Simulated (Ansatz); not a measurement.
`ClC[SiH](Cl)I` + CH₃OH → `CO[SiH](Cl)I` + `CCl`  (ligand exchange at the Si–C bond)

Computed with Ansatz on PBE0-D4/def2-TZVP structures; ΔE is electronic, products minus reactants. CCSD(T)/CBS is the MP2 limit (def2-TZVPP, def2-QZVPP) plus CCSD(T) − MP2 in def2-TZVPP, frozen cores. This one scheme is used for every species. DFT in def2-TZVPP. B3LYP here is the variant with VWN-RPA as its local correlation; programs differ in this. HSE06 is defined as in plane-wave codes. Elements past krypton have def2 core potentials. For I outer-core shells are correlated without core-valence functions, which leaves a few kJ/mol of doubt a bond. Each species was taken in one conformer, which may not be the lowest.

`ClC[SiH](Cl)I`:

```xyz
8

Cl    1.174   -0.336    1.924
C    -0.227   -0.524    0.844
Si    0.028    0.539   -0.676
Cl   -1.707    0.471   -1.766
I     1.879   -0.310   -1.988
H    -1.120   -0.203    1.383
H    -0.328   -1.579    0.588
H     0.302    1.942   -0.309
```

CH₃OH:

```xyz
6

C     0.076    0.346   -0.040
O    -0.702   -0.828   -0.108
H    -0.532    1.156   -0.443
H     0.992    0.276   -0.640
H     0.350    0.606    0.990
H    -0.185   -1.556    0.241
```

`CO[SiH](Cl)I`:

Z-matrix (Å, degrees):
```
C
O 1 1.416
H 1 1.090 2 107.6
H 1 1.093 2 110.9 3 119.2
H 1 1.095 2 111.3 3 -119.2
Si 2 1.620 1 124.7 3 177.7
I 6 2.414 2 106.9 1 176.3
Cl 6 2.048 2 110.4 1 56.0
H 6 1.477 2 112.4 1 -63.0
```

`CCl`:

Z-matrix (Å, degrees):
```
C
Cl 1 1.773
H 1 1.088 2 108.6
H 1 1.087 2 108.7 3 -120.0
H 1 1.088 2 108.7 3 120.0
```

CCSD(T)/CBS gives -105.8 kJ/mol.

(1) Another level gave -109.3 kJ/mol. Which?
A. BHLYP-D4/def2-TZVPP
B. B3LYP-D4/def2-TZVPP
C. HF/def2-TZVPP
D. HSE06/def2-TZVPP

Largest T1 diagnostic among the species: 0.010.

Results:

(1) B. B3LYP-D4 -109.3, BHLYP-D4 -114.2, HSE06 -101.7, HF/def2-TZVPP -126.4 kJ/mol.

Leaving LDA and LC-ωPBE aside and taking each functional with its dispersion term where it has one, the values, not all of them listed here, spread over 18.6 kJ/mol, from BHLYP-D4 to revPBE-D4. The D4 term adds +4.0 kJ/mol with B3LYP and +2.1 kJ/mol with PBE0; it sums over pairs of atoms, weighted by their polarisabilities, and B3LYP, whose exchange is more repulsive, gets the larger term.
